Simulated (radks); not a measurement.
C III, 4 electrons, occupied as [He] 2s2.

All-electron calculation, Dirac Kohn-Sham, PBE, spin-unpolarised, spherical densities, finite nucleus; Fermi nuclear charge, rms radius 2.4702 fm. Program: a radial shooting solver on a logarithmic mesh with Libxc functionals.

Energy parts (hartree):
| part | energy |
|---|---|
| total | -36.47795 |
| kinetic | 36.42683 |
| electron-nucleus | -80.58450 |
| Hartree | 12.04309 |
| exchange-correlation | -4.36337 |

Orbitals (lengths in bohr, moments of r in powers of bohr; r(max) is where P^2 peaks):
orbital,occ.,eigenvalue (hartree),<1/r>,r(max)
1s1/2,2,-11.33855,5.654,0.1739
2s1/2,2,-1.48388,1.061,1.125
2p1/2,0,-1.16770,0.9762,1.023
2p3/2,0,-1.16714,0.9755,1.024

The highest occupied level is 2s1/2 at -40.378 eV. The electron density at the nucleus is 132.8 e/bohr^3.
